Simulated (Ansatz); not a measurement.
A search over several starts for the lowest SCF solution of the cluster ZrO₄H₄⁺ at the given spin, in a small basis.

```yaml
crystal:
  periodic: [false, false, false]
  atoms:
    - {symbol: Zr, position_ang: [-0.155930, -0.171179, -0.032588]}
    - {symbol: O, position_ang: [1.394739, 1.422151, -0.605791]}
    - {symbol: O, position_ang: [1.478496, 0.793197, 0.736196]}
    - {symbol: O, position_ang: [-0.278126, -1.793527, 0.990712]}
    - {symbol: O, position_ang: [-1.789327, 0.851797, -0.038528]}
    - {symbol: H, position_ang: [-0.346640, -2.589740, 1.534199]}
    - {symbol: H, position_ang: [-2.605293, 1.276244, 0.259989]}
    - {symbol: H, position_ang: [2.171770, 1.041622, -1.071441]}
    - {symbol: H, position_ang: [0.130310, -0.830566, -1.772759]}
basis:
  gaussian: {orbitals: def2-SVP}
total_charge: 1
magnetization: {spin_polarized: true, initial_magnetization: 1}
hamiltonian: {xc: pbe0, dispersion: d4}
output: {orbitals: {seedname: orbitals}}
```

```sh
$ ansatz run in.yaml --threads 4 --pin off --events-out ev --progress --plain --max-ram 3916MiB
```

Shortened log:

```
Functional definition: PBE0
1055 factors; integrals over basis functions are off by at most 9.4e-4 eV
mean field evaluation 1: about -9487.1262 eV, gradient 7.8e1 eV
mean field evaluation 2: about -9260.9449 eV, gradient 2.2e2 eV
mean field evaluation 4: about -9509.5953 eV, gradient 1.4e1 eV
mean field evaluation 8: about -9510.2814 eV, gradient 1.2e0 eV
mean field evaluation 16: about -9510.4972 eV, gradient 4.7e-2 eV
mean field evaluation 32: about -9510.4973 eV, gradient 5.9e-5 eV
mean field -9510.49731139 eV, -349.5043297470 hartree, gradient 1.7e-5 eV, S^2 0.760674; 4 other end points of the search recorded, 0 dependent functions left out
reference -9510.49738091 eV, -349.5043323017 hartree; 24, 23 occupied and 83, 84 virtual orbitals, 1055 factors
Total energy: -9510.62401439 eV, -349.5089859964 hartree
```

Run time 4.2 s (4 threads of Arm Neoverse V1 on a shared host).

In the def2 sets Zr takes a core potential; there is no spin–orbit coupling. The structure holds one bond between oxygen atoms, so isomers without such links may lie far lower. The structure comes from a short search, and lower isomers may exist.
